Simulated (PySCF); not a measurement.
C$_{3}$H$_{9}$B$_{3}$O$_{3}$, charge -1, doublet, at a GFN2-xTB geometry (a state made from the parent by changing its charge; the spin is typed, not shown lowest) (in this run its highest filled SCF level lies above zero, so its values depend strongly on the basis, on diffuse functions most of all); DF-SVWN5/3-21G (PySCF).

Input for PySCF:
```python
from pyscf import gto, scf, dft

mol = gto.M(
    atom='''
C    -1.88263187   -2.25884204   -0.38435433
B    -0.90379848   -0.99872182   -0.09120778
O     0.47599836   -1.28150983   -0.06345170
B     1.33020729   -0.18054923    0.14340972
C     2.92066292   -0.49970419    0.12009244
O     0.88834620    1.03540238    0.38276883
B    -0.55303012    1.36862306    0.49315428
C    -0.95757719    2.71596764   -0.35332957
O    -1.39561160    0.19893558    0.14290532
H    -1.64898138   -2.72119801   -1.34237772
H    -2.92745075   -1.95594686   -0.40064314
H    -1.76618271   -3.02849623    0.37815295
H     3.21769911   -0.93884606   -0.83127412
H     3.18616817   -1.21476873    0.89825374
H     3.50985185    0.40162291    0.27540875
H    -2.00870109    2.97697420   -0.21890442
H    -0.36453224    3.57912747   -0.04623218
H    -0.79735130    2.58761777   -1.43139583
''',
    basis='3-21g',
    charge=-1,
    spin=1,
    verbose=4,
)

mf = dft.UKS(mol)
mf.xc = 'lda,vwn'
mf.grids.radi_method = dft.radi.mura_knowles
mf = mf.density_fit(auxbasis='def2-universal-jkfit')
mf.kernel()
mf.analyze()
```

The log (banner, timings and long lists left out):

```
PySCF version 2.14.0

[INPUT] verbose = 4
[INPUT] num. atoms = 18
[INPUT] num. electrons = 67
[INPUT] charge = -1
[INPUT] spin (= nelec alpha-beta = 2S) = 1
[INPUT] symmetry False subgroup None
[INPUT] Mole.unit = angstrom
[INPUT] Symbol           X                Y                Z      unit          X                Y                Z       unit  Magmom
[...]
nuclear repulsion = 409.925274391551
number of shells = 63
number of NR pGTOs = 162
number of NR cGTOs = 99
basis = 3-21g
ecp = {}

******** <class 'pyscf.df.df_jk.DFUKS'> ********
method = DFUKS
initial guess = minao
damping factor = 0
level_shift factor = 0
DIIS = <class 'pyscf.scf.diis.CDIIS'>
diis_start_cycle = 1
diis_space = 8
diis_damp = 0
SCF conv_tol = 1e-09
SCF conv_tol_grad = None
SCF max_cycles = 50
direct_scf = False
number electrons alpha = 34  beta = 33
XC library pyscf.dft.libxc version 7.1.2
    S. Lehtola, C. Steigemann, M. J. T. Oliveira, and M. A. L. Marques,  SoftwareX 7, 1–5 (2018)
XC functionals = lda,vwn
    P. A. M. Dirac,  Math. Proc. Cambridge Philos. Soc. 26, 376 (1930)
    F. Bloch,  Z. Phys. 57, 545 (1929)
    S. H. Vosko, L. Wilk, and M. Nusair,  Can. J. Phys. 58, 1200 (1980)
radial grids: Mura-Knowles [JCP 104, 9848 (1996); DOI:10.1063/1.471749] log3 quadrature radial grids
becke partition: Becke, JCP 88, 2547 (1988); DOI:10.1063/1.454033
pruning grids: <function nwchem_prune>
grids dens level: 3
symmetrized grids: False
atomic radii adjust function: <function treutler_atomic_radii_adjust>
small_rho_cutoff = 0
Set gradient conv threshold to 3.16228e-05
tot grids = 203456
init E= -414.905686584426

cycle= 1 E= -414.12462418243  delta_E= 0.781  |g|= 0.842  |ddm|= 2.99
cycle= 2 E= -413.44088629555  delta_E= 0.684  |g|= 1.54  |ddm|= 2.49
cycle= 3 E= -414.395132915869  delta_E= -0.954  |g|= 0.299  |ddm|=  1.8
cycle= 4 E= -414.431813726529  delta_E= -0.0367  |g|= 0.0889  |ddm|= 0.37
cycle= 5 E= -414.433803484776  delta_E= -0.00199  |g|= 0.0498  |ddm|= 0.122
cycle= 6 E= -414.434783988353  delta_E= -0.000981  |g|= 0.008  |ddm|= 0.0527
cycle= 7 E= -414.434819631164  delta_E= -3.56e-05  |g|= 0.00161  |ddm|= 0.0139
cycle= 8 E= -414.434820892703  delta_E= -1.26e-06  |g|= 0.000478  |ddm|= 0.00321
cycle= 9 E= -414.434821018961  delta_E= -1.26e-07  |g|= 0.000112  |ddm|= 0.000855
cycle= 10 E= -414.434821026804  delta_E= -7.84e-09  |g|= 2.31e-05  |ddm|= 0.000176
cycle= 11 E= -414.434821027151  delta_E= -3.47e-10  |g|= 6.76e-06  |ddm|= 6.12e-05
Extra cycle  E= -414.434821027156  delta_E= -4.55e-12  |g|= 7.9e-06  |ddm|= 2.92e-05
converged SCF energy = -414.434821027156  <S^2> = 0.75120709  2S+1 = 2.0012067
**** SCF Summaries ****
Total Energy =                        -414.434821027155863
Nuclear Repulsion Energy =             409.925274391550829
One-electron Energy =                -1394.071281232505271
Two-electron Energy =                  569.711185813798579
Two-electron Coulomb Energy =          623.945004231753273
DFT Exchange-Correlation Energy =      -54.233818417954659
**** MO energy ****
                             alpha | beta                alpha | beta
[...]
To work with the spin densities directly, `use mulliken_meta_spin()` only printing them here.

 ** Mulliken spin pop alpha/beta on meta-lowdin orthogonal AOs **
 ** Mulliken Spin Density (per AO)  **
spin_pop of  0 C 1s        0.00000
spin_pop of  0 C 2s       -0.00044
spin_pop of  0 C 3s        0.00000
spin_pop of  0 C 2px      -0.00054
spin_pop of  0 C 2py      -0.00125
spin_pop of  0 C 2pz      -0.00032
spin_pop of  0 C 3px       0.00000
spin_pop of  0 C 3py       0.00000
spin_pop of  0 C 3pz       0.00015
spin_pop of  1 B 1s        0.00000
spin_pop of  1 B 2s        0.00449
spin_pop of  1 B 3s        0.00042
spin_pop of  1 B 2px       0.00002
spin_pop of  1 B 2py       0.01006
spin_pop of  1 B 2pz       0.04001
spin_pop of  1 B 3px       0.00005
spin_pop of  1 B 3py      -0.00002
spin_pop of  1 B 3pz       0.00008
spin_pop of  2 O 1s       -0.00000
spin_pop of  2 O 2s        0.00072
[...]
spin_pop of  5 O 3s        0.00010
spin_pop of  5 O 2px      -0.00532
spin_pop of  5 O 2py      -0.00153
spin_pop of  5 O 2pz       0.01233
spin_pop of  5 O 3px       0.00004
spin_pop of  5 O 3py       0.00010
spin_pop of  5 O 3pz       0.00010
spin_pop of  6 B 1s        0.00007
spin_pop of  6 B 2s        0.16100
spin_pop of  6 B 3s        0.00624
spin_pop of  6 B 2px       0.02323
spin_pop of  6 B 2py       0.02365
spin_pop of  6 B 2pz       0.55956
spin_pop of  6 B 3px       0.00068
spin_pop of  6 B 3py       0.00109
spin_pop of  6 B 3pz       0.00280
spin_pop of  7 C 1s       -0.00000
spin_pop of  7 C 2s        0.00392
spin_pop of  7 C 3s        0.00014
spin_pop of  7 C 2px       0.00023
spin_pop of  7 C 2py      -0.00110
spin_pop of  7 C 2pz      -0.00766
spin_pop of  7 C 3px       0.00004
spin_pop of  7 C 3py       0.00005
spin_pop of  7 C 3pz       0.00011
spin_pop of  8 O 1s       -0.00000
spin_pop of  8 O 2s        0.00342
spin_pop of  8 O 3s        0.00010
spin_pop of  8 O 2px      -0.00282
spin_pop of  8 O 2py      -0.00439
spin_pop of  8 O 2pz       0.01269
spin_pop of  8 O 3px       0.00001
spin_pop of  8 O 3py       0.00013
spin_pop of  8 O 3pz       0.00011
spin_pop of  9 H 1s        0.00159
spin_pop of  9 H 2s        0.00004
spin_pop of  10 H 1s        0.00002
spin_pop of  10 H 2s       -0.00000
spin_pop of  11 H 1s        0.00453
spin_pop of  11 H 2s        0.00036
spin_pop of  12 H 1s        0.00159
spin_pop of  12 H 2s        0.00004
spin_pop of  13 H 1s        0.00453
spin_pop of  13 H 2s        0.00036
spin_pop of  14 H 1s        0.00002
spin_pop of  14 H 2s       -0.00000
spin_pop of  15 H 1s        0.00064
spin_pop of  15 H 2s        0.00020
spin_pop of  16 H 1s        0.00064
spin_pop of  16 H 2s        0.00020
spin_pop of  17 H 1s        0.03992
spin_pop of  17 H 2s        0.00305
 ** Mulliken Spin Density (per atom)  **
spin density of  0 C =     -0.00241
spin density of  1 B =      0.05511
spin density of  2 O =      0.04438
spin density of  3 B =      0.05511
spin density of  4 C =     -0.00241
spin density of  5 O =      0.00924
spin density of  6 B =      0.77831
spin density of  7 C =     -0.00427
spin density of  8 O =      0.00924
spin density of  9 H =      0.00163
spin density of  10 H =      0.00001
spin density of  11 H =      0.00489
spin density of  12 H =      0.00163
spin density of  13 H =      0.00489
spin density of  14 H =      0.00001
spin density of  15 H =      0.00084
spin density of  16 H =      0.00084
spin density of  17 H =      0.04297
 ** Mulliken pop alpha/beta on meta-lowdin orthogonal AOs **
 ** Mulliken pop       alpha | beta **
In total            34.00000 | 33.00000
 ** Mulliken atomic charges   ( Nelec_alpha | Nelec_beta ) **
charge of  0C =     -0.45045  (     3.22402      3.22643 )
charge of  1B =      0.23690  (     2.40911      2.35400 )
charge of  2O =     -0.35678  (     4.20058      4.15620 )
charge of  3B =      0.23689  (     2.40911      2.35400 )
charge of  4C =     -0.45045  (     3.22402      3.22643 )
charge of  5O =     -0.29680  (     4.15302      4.14378 )
charge of  6B =     -0.03307  (     2.90569      2.12738 )
charge of  7C =     -0.43607  (     3.21590      3.22017 )
charge of  8O =     -0.29680  (     4.15302      4.14378 )
charge of  9H =      0.10104  (     0.45030      0.44867 )
charge of  10H =      0.10044  (     0.44979      0.44977 )
charge of  11H =      0.10078  (     0.45205      0.44716 )
charge of  12H =      0.10104  (     0.45030      0.44867 )
charge of  13H =      0.10078  (     0.45205      0.44716 )
charge of  14H =      0.10044  (     0.44979      0.44977 )
charge of  15H =      0.08731  (     0.45676      0.45592 )
charge of  16H =      0.08731  (     0.45676      0.45592 )
charge of  17H =      0.06748  (     0.48775      0.44478 )

WARN: System has nonzero charge -1; the dipole moment is origin-dependent.
Location of origin: [0. 0. 0.]

Dipole moment(X, Y, Z, Debye):  0.97581, -2.30625, -1.24871
```
